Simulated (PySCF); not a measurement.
Compound: AsH3.
Geometry (PBE0-D3(BJ)/def2-SVP, Å), atoms numbered from 1 in this order:
```xyz
4
AsH3 angstrom
As     0.0105   -0.0104    0.6253
H     -0.7542   -1.0085   -0.2378
H     -0.4973    1.1700   -0.1961
H      1.2615   -0.1416   -0.2371
```

Computed with PBE0-D3(BJ)/def2-SVP geometry optimisation, gas phase in PySCF 2.14.0.

Take the most abundant isotopes and a rigid rotor. 

(1) Give the principal moments of inertia and the rotational constants in GHz.

(2) Classify the top.

(3) What does the inertial defect say?

(4) Give the other two planar moments, Paa and Pbb, and the rms extents of the mass along the axes.

(5) Where do the R-branch lines fall?

Results:

(1) Ia = 4.52, Ib = 4.52, Ic = 4.85 u·Å²; 505379 MHz·u·Å²/I gives 111783, 111766 and 104156 MHz, that is A = 111.78, B = 111.77, C = 104.16 GHz.

(2) An oblate symmetric top, as the point group C3v requires two equal moments; the computed ones differ by 0.02 % because the geometry is symmetric only within the optimiser's tolerance: κ = (2 × 111766 − 111783 − 104156)/(111783 − 104156) = 1.00.

(3) Not planar: Δ = Ic − Ia − Ib = -4.19 u·Å². For a rigid frame Δ = −2 Σ m c², so Σ m c² = 2.10 u·Å² lies off the ab plane: 2.01 from hydrogen and 0.08 from heavier atoms. The atom farthest from that plane is 0.82 Å away.

(4) Paa = Σ m a² = (Ib + Ic − Ia)/2 = 2.43 and Pbb = Σ m b² = (Ia + Ic − Ib)/2 = 2.43 u·Å². With the mass M = 77.95 u, the rms extents √(P/M) along a, b and c are 0.18, 0.18, 0.16 Å.

(5) The dipole of 0.50 D lies along the symmetry axis, so ΔK = 0 and J+1 ← J falls at 2B(J+1) for every K: 223.55 GHz, 447.10 GHz, 670.65 GHz, 894.19 GHz, 1117.74 GHz for J = 0 to 4.

No PBE0-D3(BJ)/def2-SVP frequencies stand behind this structure, so it isn't proved a minimum. Zero-point vibration and centrifugal distortion are left out.
